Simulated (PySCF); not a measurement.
## Correlation energy of N(2+) (nitrogen, charge +2)

[He] 2s1 2p1 3d1, one real determinant (an excited configuration). Calculation: PySCF 2.14, in aug-cc-pCVTZ-DK with one added diffuse shell each of s, p, d, f type (8s7p5d3f, 75 functions); scalar relativity by spin-free X2C-1e. Frozen: nothing; 5 electrons correlated.

```
  level  correlation energy (mhartree)
   CCSD                         -63.88
    (T)                          -1.65
CCSD(T)                         -65.53
```

Diagnostics: T1 = 0.0096, D1 = 0.0299, largest double amplitude 0.207.

Q: Is a single reference adequate?

A: Not fully. The real determinant used has ⟨L²⟩ near 8 against 12 for a pure F term, so it mixes terms. The outer electron is Rydberg-like, and this basis confines it to a smaller radius and binds it less than a complete one would. A double-excitation amplitude exceeds 0.15, a sign of near-degeneracy.

The reference is one real determinant that mixes LS terms of this configuration.
